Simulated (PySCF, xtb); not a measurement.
C₂H₄Cl₂Si₂, SMILES C#C[Si]([SiH3])(Cl)Cl.

Harmonic wavenumbers (cm⁻¹) from GFN2-xTB (xtb) at its own minimum, in rising order: 30, 73, 83, 98, 135, 147, 275, 282, 348, 453, 457, 482, 522, 676, 682, 684, 773, 785, 790, 2199, 2251, 2259, 2262, 3353.

**Question.** What does PySCF 2.14.0 with PBE-D3(BJ)/def2-SVP give at its own minimum? (Estimate from the structure and the level; the computed values follow.)

**Answer.** 78, 90, 106, 116, 149, 171, 307, 321, 375, 487, 494, 551, 588, 665, 702, 709, 824, 895, 896, 2083, 2161, 2180, 2183, 3388. Paired by order, the mean absolute difference is 49 cm⁻¹ and the zero-point energies are 28.7 and 29.3 kcal/mol.
